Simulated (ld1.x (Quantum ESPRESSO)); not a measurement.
**aluminium, TM semilocal: configuration errors across variants**

- Element: aluminium (Al)
- Generator: ld1.x (Quantum ESPRESSO) 7.5
- Type: norm-conserving Troullier–Martins (semilocal form)
- Functional: PBE
- Relativity: non-relativistic
- Frozen core: [Ne]
- Valence charge: 3
- Reference configuration: 3s2 3p1
- Partial waves: 3p (bound): rc 2.20 bohr; 3d channel at 0.35 Ry: rc 2.00 bohr; 3s (bound): rc 1.95 bohr
- Local potential: the s channel
- Core correction: a·sin(br)/r model core inside 1.20 bohr

All-electron excitation energies from the reference (eV): (1) 3s2 3p0 5.771; (2) 3s1 3p0 24.963; (3) 3s2 3p0.5 2.090; (4) 3s1 3p1 11.543; (5) 3s2 3p1.3 -0.577; (6) 3s1 3p2 5.107; (7) 3s0 3p3 10.383.

In the semilocal form every listed channel keeps its own potential, so the choice of the local channel does not act on these tests. It acts once the file is put into the separable form.

A semilocal file is local in each channel, so a ghost entry of none says nothing of the separable form that plane-wave codes build from it.

3 further variants failed, have other tests or another functional or relativity, and are left out.

Errors AE − PS in meV (a dash: test not solved or not reliable):

| change | (1) | (2) | (3) | (4) | (5) | (6) | (7) | bound ghosts |
| --- | --- | --- | --- | --- | --- | --- | --- | --- |
| base | +1.4 | +16 | +0.2 | +3.3 | +0.1 | -1.1 | -5.0 | none |
| wave 3d channel at 0.35 Ry: rc 2.00 bohr becomes 3d channel at 0.16 Ry: rc 2.00 bohr | +1.4 | +16 | +0.2 | +3.3 | +0.1 | -1.1 | -5.0 | none |
| wave 3d channel at 0.35 Ry: rc 2.00 bohr becomes 3d channel at 0.35 Ry: rc 1.46 bohr | +1.4 | +16 | +0.2 | +3.3 | +0.1 | -1.1 | -5.0 | none |
| all radii but the core radius scaled by about 1.06 (s 2.06, p 2.32, d 2.12 bohr) | +1.6 | +16 | +0.2 | +2.6 | 0.0 | -1.9 | -8.7 | none |
| wave 3s (bound): rc 1.95 bohr becomes 3s (bound): rc 1.82 bohr | +1.4 | +16 | +0.2 | +3.3 | +0.1 | -1.0 | -4.8 | none |
| form changed from semilocal to separable (Kleinman–Bylander), still TM; local potential all-electron potential smoothed inside 1.55 bohr (lloc = -1) | +3.1 | +32 | +0.5 | +8.0 | +0.1 | -0.2 | -2.8 | none |
| wave 3p (bound): rc 2.20 bohr becomes 3p (bound): rc 1.96 bohr | +1.4 | +14 | +0.3 | +3.9 | +0.1 | -0.4 | -1.6 | none |
| wave 3p (bound): rc 2.20 bohr becomes 3p (bound): rc 1.98 bohr | +1.4 | +14 | +0.3 | +3.9 | +0.1 | -0.4 | -1.6 | none |
| wave 3p (bound): rc 2.20 bohr becomes 3p (bound): rc 2.88 bohr | +1.1 | +13 | +0.2 | +4.4 | +0.1 | -0.1 | -0.7 | none |

Question: Give the same row for: core correction none.

Answer: -2.3, +22, -0.4, +9.7, 0.0, +6.3, +28; bound ghosts: none.
